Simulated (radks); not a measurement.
Results of a calculation; reference values are marked as such.
Ce27+, 31 electrons, occupied as [Ar] 3d10 4s2 4p1. Code: a radial shooting solver on a logarithmic mesh with Libxc functionals. Model: non-relativistic Kohn-Sham, LDA (Slater exchange, Perdew-Wang correlation), spin-unpolarised, spherical densities, point nucleus; relativity is left out, which matters for an element this heavy.

Normalised radial functions P(r) = r R(r), r in bohr:

r,3s
0.001787,0.2109
0.002031,0.2362
0.00229,0.2622
0.002582,0.2904
0.002911,0.3210
0.003283,0.3538
0.003731,0.3912
0.004207,0.4283
0.004743,0.4669
0.005348,0.5067
0.006078,0.5496
0.006853,0.5892
0.007726,0.6269
0.008711,0.6613
0.009822,0.6904
0.01116,0.7129
0.01259,0.7232
0.01419,0.7199
0.016,0.6996
0.01819,0.6551
0.0205,0.5884
0.02312,0.4944
0.02607,0.3709
0.02939,0.2170
0.0334,0.0210
0.03766,-0.1880
0.04246,-0.4135
0.04788,-0.6433
0.05441,-0.8745
0.06135,-1.0564
0.06917,-1.1806
0.07799,-1.2231
0.08794,-1.1625
0.09995,-0.9678
0.1127,-0.6599
0.1271,-0.2429
0.1433,0.2538
0.1628,0.8201
0.1836,1.3247
0.207,1.7426
0.2334,2.0225
0.2631,2.1324
0.2991,2.0572
0.3372,1.8320
0.3802,1.5065
0.4286,1.1402
0.4872,0.7685
0.5493,0.4808
0.6193,0.2707
0.6983,0.1356
0.7873,0.0597
0.8948,0.0212
1.009,0.0068
1.138,0.0018
1.283,0.0004
1.458,0.0001
1.644,0.0000
1.853,0.0000

3s: eigenvalue -2109.8 eV, 2 radial nodes at r = 0.0338, 0.135 bohr, <r> = 0.289 bohr, 90 % of the charge inside 0.422 bohr.
